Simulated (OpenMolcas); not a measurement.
# OpenMolcas run: Bi III

Input:

```
&GATEWAY
Coord
1

Bi 0.0 0.0 0.0
Basis=ANO-RCC
Group=XYZ
NoMove
AngMom=0.0 0.0 0.0
AMFI
&SEWARD
* reference wave functions (RASSCF and RASSI steps not shown): 3 electrons in 9 orbitals (RAS2 6s 6p; RAS3 6d, at most 2 electrons)
>>> COPY JOB001 $Project.JobIph
&CASPT2
Multistate=1 1
Frozen=15 19
IPEA=0.25
Imaginary=0.1
MaxIter=60
WThr=0.0 0.3 0.05
PrWF=0.5
NoMix
>>> COPY JOB002 $Project.JobIph
&CASPT2
Multistate=11 1 2 3 4 5 6 7 8 9 10 11
Frozen=15 19
IPEA=0.25
Imaginary=0.1
MaxIter=60
WThr=0.0 0.3 0.05
PrWF=0.5
NoMix
>>> COPY JOB003 $Project.JobIph
&CASPT2
Multistate=3 1 2 3
Frozen=15 19
IPEA=0.25
Imaginary=0.1
MaxIter=60
WThr=0.0 0.3 0.05
PrWF=0.5
NoMix
...
```

Launched by
```bash
OMP_NUM_THREADS=1 MOLCAS_MEM=2252 MOLCAS_PROJECT=a pymolcas a.inp > a.log  # once for each step of the input, in one work folder
```

Output, cut to the results:

```
--- CASPT2 ---
Orbital specifications:
      -----------------------

      Symmetry species                           1   2
                                                ag  au
      Frozen orbitals                           15  19
      Inactive orbitals                          5   0
      Active orbitals                            6   3
      Secondary orbitals                        66  50
      Deleted orbitals                           0   0
      Number of basis functions                 92  72
Type of calculation                        SS-CASPT2
      Fock operator                              state-specific
      IPEA shift                                 0.25
      Real shift                                 0.00
      Imaginary shift                            0.10
      The input orbitals will be transformed to quasi-canonical
Reference energy:      -21508.2385303083
      E2 (Non-variational):      -0.4348411955
      Shift correction:          -0.0002037928
      E2 (Variational):          -0.4350449883
      Total energy:          -21508.6735752966
      Residual norm:              0.0000008058
      Reference weight:           0.92662
      Contributions to the CASPT2 correlation energy
      Active & Virtual Only:         -0.0035044960
      One Inactive Excited:          -0.1215591372
      Two Inactive Excited:          -0.3097775623
::    CASPT2 Root  1     Total energy: -21508.67357530
--- CASPT2 ---
Orbital specifications:
      -----------------------

      Symmetry species                           1   2
                                                ag  au
      Frozen orbitals                           15  19
      Inactive orbitals                          5   0
      Active orbitals                            6   3
      Secondary orbitals                        66  50
      Deleted orbitals                           0   0
      Number of basis functions                 92  72
Type of calculation                        MS-CASPT2
      Fock operator                              state-specific
      IPEA shift                                 0.25
      Real shift                                 0.00
      Imaginary shift                            0.10
      The input orbitals will be transformed to quasi-canonical
Reference energy:      -21509.0357419960
      E2 (Non-variational):      -0.4572815821
      Shift correction:          -0.0002133016
      E2 (Variational):          -0.4574948837
      Total energy:          -21509.4932368797
      Residual norm:              0.0000001400
      Reference weight:           0.92517
      Contributions to the CASPT2 correlation energy
      Active & Virtual Only:         -0.0176719611
      One Inactive Excited:          -0.1309835905
      Two Inactive Excited:          -0.3086260305
Reference energy:      -21509.0357419960
      E2 (Non-variational):      -0.4573042252
      Shift correction:          -0.0002136366
      E2 (Variational):          -0.4575178618
      Total energy:          -21509.4932598579
      Residual norm:              0.0000001409
      Reference weight:           0.92515
      Contributions to the CASPT2 correlation energy
      Active & Virtual Only:         -0.0176947407
      One Inactive Excited:          -0.1309834545
      Two Inactive Excited:          -0.3086260300
::    CASPT2 Root  1     Total energy: -21509.49323688
::    CASPT2 Root  2     Total energy: -21509.49325986
::    CASPT2 Root  3     Total energy: -21509.49322969
::    CASPT2 Root  4     Total energy: -21508.73373074
::    CASPT2 Root  5     Total energy: -21508.73330864
::    CASPT2 Root  6     Total energy: -21508.73330895
::    CASPT2 Root  7     Total energy: -21508.73325258
::    CASPT2 Root  8     Total energy: -21508.73329948
::    CASPT2 Root  9     Total energy: -21508.67800585
::    CASPT2 Root 10     Total energy: -21508.67800635
::    CASPT2 Root 11     Total energy: -21508.67829464
::    MS-CASPT2 Root  1     Total energy: -21509.49402051
::    MS-CASPT2 Root  2     Total energy: -21509.49399707
::    MS-CASPT2 Root  3     Total energy: -21509.49399197
::    MS-CASPT2 Root  4     Total energy: -21508.73373090
::    MS-CASPT2 Root  5     Total energy: -21508.73330904
::    MS-CASPT2 Root  6     Total energy: -21508.73330880
::    MS-CASPT2 Root  7     Total energy: -21508.73329920
::    MS-CASPT2 Root  8     Total energy: -21508.73325245
::    MS-CASPT2 Root  9     Total energy: -21508.67753236
::    MS-CASPT2 Root 10     Total energy: -21508.67724592
::    MS-CASPT2 Root 11     Total energy: -21508.67724544
--- CASPT2 ---
Orbital specifications:
      -----------------------

      Symmetry species                           1   2
                                                ag  au
      Frozen orbitals                           15  19
      Inactive orbitals                          5   0
      Active orbitals                            6   3
      Secondary orbitals                        66  50
      Deleted orbitals                           0   0
      Number of basis functions                 92  72
Type of calculation                        MS-CASPT2
      Fock operator                              state-specific
      IPEA shift                                 0.25
      Real shift                                 0.00
      Imaginary shift                            0.10
      The input orbitals will be transformed to quasi-canonical
Reference energy:      -21508.7359962462
      E2 (Non-variational):      -0.4109607432
      Shift correction:          -0.0001453275
      E2 (Variational):          -0.4111060707
      Total energy:          -21509.1471023169
      Residual norm:              0.0000007868
      Reference weight:           0.93732
      Contributions to the CASPT2 correlation energy
      Active & Virtual Only:         -0.0034075794
      One Inactive Excited:          -0.0986148578
      Two Inactive Excited:          -0.3089383060
Reference energy:      -21508.7359962429
...
```

Levels above the lowest, from the spin-orbit matrix with the multistate effective Hamiltonian, averaged by term, added to it:

| Configuration | Term | J | E (cm⁻¹) | Measured (cm⁻¹) | Term weight % | Second |
| --- | --- | --- | --- | --- | --- | --- |
| 6s² 6p | ²P° | 1/2 | 0.0 | 0.0 | 100 |  |
| 6s² 6p | ²P° | 3/2 | 18560 | 20788 | 100 |  |
| 6s 6p² | ⁴P | 1/2 | 72650 | 70254 | 87 | 10 ²S |
| 6s 6p² | ⁴P | 3/2 | 83360 | 83038 | 96 | 3 ²D |
| 6s 6p² | ⁴P | 5/2 | 88650 | 89236 | 64 | 36 ²D |
| 6s 6p² | ²D | 3/2 | 96770 | 108586 | 89 | 9 ²P |
| 6s 6p² | ²D | 5/2 | 105660 | 116414 | 64 | 36 ⁴P |

Against the 6 measured excited levels shown (Moore, Atomic Energy Levels, vol. III, NSRDS-NBS 35 (1971 reprint of NBS Circular 467, 1958)) the mean absolute deviation is 4700 cm-1; the largest miss in energy is 6s 6p² ²D_3/2: computed 96770, measured 108586 cm⁻¹ (-10.9 %).

Term energies are means over components that CASPT2 splits; among the terms shown or strongly mixed into the levels shown the widest spread is 37 cm-1 (6s 6p² ²D). Some levels mix across a computed gap that differs much from the measured one, so their mixing is not that of the real levels. Terms from blocks run as CI alone lack orbitals of their own. The run also gave levels led by 6s 6p 6d, which use shells meant for correlation; these and all levels above them are left out. Spin-orbit splittings of 6p shells tend to come out small when the coupling is added on scalar orbitals. Some terms mix strongly with configurations of 6d, whose occupation reaches 0.16 (6s 6p² ²D). Measured partners are found by configuration, term and J. A level has none where our copy of the source lacks it or the pairing is in doubt (some pairs that miss far off the trend of their configuration count as doubtful), and it then counts in no deviation. Only configurations of the active space appear. The first state left out of the spin-orbit step lies near 130000 cm-1 above the lowest spin-free state of the reference (among the parities and spins computed), and the list stops at four fifths of that energy or lower.

The CASPT2 steps took 79 s on 1 thread of Intel(R) Xeon(R) Platinum 8375C CPU @ 2.90GHz (Ice Lake) (shared host); the integral step is not counted.

The term weight is that of the spin-free term in the level, not the purity of its configuration. ° marks odd parity.
